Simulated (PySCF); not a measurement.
Compound: C5H12FPSi.
Geometry (PBE0-D3(BJ)/def2-SVP, Å), atoms numbered from 1 in this order:
```
atom  x, y, z in Å
C1    -2.9145   -0.2313   -0.8200
P2    -1.4282   -0.2294    0.2758
C3    -0.6670    1.3932   -0.2424
C4     0.7494    1.5764    0.3203
Si5    1.9164    0.2803   -0.3612
F6     3.3280    0.3133    0.4573
C7     1.1088   -1.3978   -0.1641
C8    -0.3309   -1.3840   -0.6949
H9    -3.4106   -1.2118   -0.7607
H10   -3.6314    0.5247   -0.4652
H11   -2.6669   -0.0209   -1.8735
H12   -0.6657    1.4621   -1.3464
H13   -1.3342    2.1942    0.1187
H14    1.1305    2.5877    0.0998
H15    0.7355    1.4838    1.4209
H16    2.2366    0.5538   -1.7952
H17    1.7083   -2.1713   -0.6726
H18    1.1145   -1.6564    0.9098
H19   -0.3559   -1.1028   -1.7645
H20   -0.7797   -2.3898   -0.6275
```

Method: PBE0-D3(BJ)/def2-SVP geometry optimisation, gas phase in PySCF 2.14.0.

Take the most abundant isotopes and a rigid rotor. The values belong to one conformer with, in the numbering `[CH3:1][P:2]1[CH2:3][CH2:4][SiH:5]([F:6])[CH2:7][CH2:8]1`, C1–P2–C3–C4 -170°, P2–C3–C4–Si5 64°, C3–C4–Si5–F6 -169°, C4–Si5–C7–C8 49°.

(1) What are A, B and C (GHz)?

(2) Classify the top.

(3) What does the inertial defect say?

(4) Where do the levels up to J = 4 lie, in cm⁻¹?

(5) Which types of transition are allowed, and where do some lines up to J = 5 fall?

(6) Estimate the classical rotational partition function at 10 K, 50 K and 298.15 K.

Results:

(1) Ia = 169.61, Ib = 582.51, Ic = 686.02 u·Å²; 505379 MHz·u·Å²/I gives 2980, 867.6 and 736.7 MHz, that is A = 2.9796, B = 0.8676, C = 0.7367 GHz.

(2) An asymmetric top; Ray's κ = -0.883.

(3) Not planar: Δ = Ic − Ia − Ib = -66.11 u·Å². For a rigid frame Δ = −2 Σ m c², so Σ m c² = 33.05 u·Å² lies off the ab plane: 12.85 from hydrogen and 20.20 from heavier atoms. The atom farthest from that plane is 1.87 Å away.

(4) Above 0(0,0):
J = 1: 1(0,1) 0.0535, 1(1,1) 0.1240, 1(1,0) 0.1283
J = 2: 2(0,2) 0.1603, 2(1,2) 0.2266, 2(1,1) 0.2397, 2(2,1) 0.4511, 2(2,0) 0.4513
J = 3: 3(0,3) 0.3201, 3(1,3) 0.3805, 3(1,2) 0.4067, 3(2,2) 0.6116, 3(2,1) 0.6126, 3(3,1) 0.9749, 3(3,0) 0.9749
J = 4: 4(0,4) 0.5322, 4(1,4) 0.5854, 4(1,3) 0.6291, 4(2,3) 0.8255, 4(2,2) 0.8284, 4(3,2) 1.1893, 4(3,1) 1.1893, 4(4,1) 1.6974, 4(4,0) 1.6974

(5) The dipole components are |μa| = 1.94 D, |μb| = 0.00 D, |μc| = 1.31 D; the mirror of this Cs structure is the ac plane, so μb vanishes by symmetry (the 0.01 D computed is a residue) and there are no b-type lines. The squared components, which scale the intensities, stand as 1.00 : 0.45 (a : c). Some lines, for components of 0.1 D or more:

| type | branch | J(Ka,Kc) | MHz | lower level (cm⁻¹) |
| --- | --- | --- | --- | --- |
| a | Q | 3(1,2) ← 3(1,3) | 785 | 0.380 |
| c | Q | 2(1,2) ← 2(0,2) | 1987 | 0.160 |
| a | R | 2(0,2) ← 1(0,1) | 3203 | 0.054 |
| a | R | 3(1,3) ← 2(1,2) | 4613 | 0.227 |
| a | R | 3(0,3) ← 2(0,2) | 4789 | 0.160 |
| a | R | 3(1,2) ← 2(1,1) | 5005 | 0.240 |
| a | R | 4(2,2) ← 3(2,1) | 6471 | 0.613 |
| c | Q | 4(3,2) ← 4(2,2) | 10819 | 0.828 |
| c | R | 3(3,0) ← 2(2,0) | 15698 | 0.451 |
| c | R | 4(3,2) ← 3(2,2) | 17319 | 0.612 |
| c | R | 5(3,3) ← 4(2,3) | 18947 | 0.825 |
| c | R | 5(4,1) ← 4(3,1) | 23265 | 1.189 |
| c | R | 5(5,1) ← 4(4,1) | 27619 | 1.697 |

(6) Point group Cs, symmetry number σ = 1; q = (√π/σ)·√((kT/h)³/(ABC)), k/h = 20836.6 MHz/K: 3860 at 10 K, 43200 at 50 K, 629000 at 298.15 K.

Whether it is a minimum is left open (no frequencies). Zero-point vibration and centrifugal distortion are left out. A rigid rotor knows nothing of internal rotation, which can split or shift real lines.
